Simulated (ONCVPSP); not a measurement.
**u(r) = r·R(r): atom against pseudo-atom (Tl)**

Columns: radius, all-electron u(r) and pseudo u(r) of the 6p shell (level -3.00 eV) of thallium in the configuration [Xe] 4f14 5d10 6s1.5 6p1.5; LDA (Perdew-Zunger), scalar-relativistic, ONCV scheme, ONCVPSP 4.0.1.

```json
{"r (bohr)": "0.158", "all-electron": "-0.0812", "pseudo": "0.0040"}
{"r (bohr)": "0.315", "all-electron": "0.1474", "pseudo": "0.0154"}
{"r (bohr)": "0.473", "all-electron": "0.0136", "pseudo": "0.0341"}
{"r (bohr)": "0.630", "all-electron": "-0.1724", "pseudo": "0.0591"}
{"r (bohr)": "0.788", "all-electron": "-0.2386", "pseudo": "0.0906"}
{"r (bohr)": "0.945", "all-electron": "-0.1959", "pseudo": "0.1280"}
{"r (bohr)": "1.102", "all-electron": "-0.0948", "pseudo": "0.1708"}
{"r (bohr)": "1.260", "all-electron": "0.0268", "pseudo": "0.2181"}
{"r (bohr)": "1.418", "all-electron": "0.1458", "pseudo": "0.2676"}
{"r (bohr)": "1.575", "all-electron": "0.2509", "pseudo": "0.3170"}
{"r (bohr)": "1.732", "all-electron": "0.3391", "pseudo": "0.3650"}
{"r (bohr)": "1.890", "all-electron": "0.4104", "pseudo": "0.4107"}
{"r (bohr)": "2.047", "all-electron": "0.4653", "pseudo": "0.4530"}
{"r (bohr)": "2.205", "all-electron": "0.5064", "pseudo": "0.4909"}
{"r (bohr)": "2.362", "all-electron": "0.5351", "pseudo": "0.5225"}
{"r (bohr)": "2.520", "all-electron": "0.5538", "pseudo": "0.5463"}
{"r (bohr)": "2.678", "all-electron": "0.5640", "pseudo": "0.5608"}
{"r (bohr)": "2.835", "all-electron": "0.5673", "pseudo": "0.5665"}
{"r (bohr)": "2.992", "all-electron": "0.5651", "pseudo": "0.5650"}
{"r (bohr)": "3.150", "all-electron": "0.5583", "pseudo": "0.5583"}
{"r (bohr)": "3.308", "all-electron": "0.5479", "pseudo": "0.5479"}
{"r (bohr)": "3.465", "all-electron": "0.5349", "pseudo": "0.5349"}
{"r (bohr)": "3.622", "all-electron": "0.5197", "pseudo": "0.5197"}
{"r (bohr)": "3.780", "all-electron": "0.5028", "pseudo": "0.5028"}
{"r (bohr)": "3.938", "all-electron": "0.4848", "pseudo": "0.4848"}
{"r (bohr)": "4.095", "all-electron": "0.4661", "pseudo": "0.4661"}
```

(1) How many radial nodes do the two functions have?

(2) At about which radius was the pseudo-wave matched?

(3) Is the pseudo-wave norm-conserving?

## Answers

(1) The all-electron 6p function has n − l − 1 = 4 (the table is too coarse to show those close to the nucleus); the pseudo-wave has 0, since the states of the same l below it are removed with the core.

(2) 3.15 bohr. The columns agree to 0.0005 from 2.99 bohr on; several derivatives are matched, so the curves merge somewhat inside the radius.

(3) Yes: the ONCV scheme keeps the norm inside the radius equal to the all-electron one, which fixes the energy derivative of the logarithmic derivative at the level.
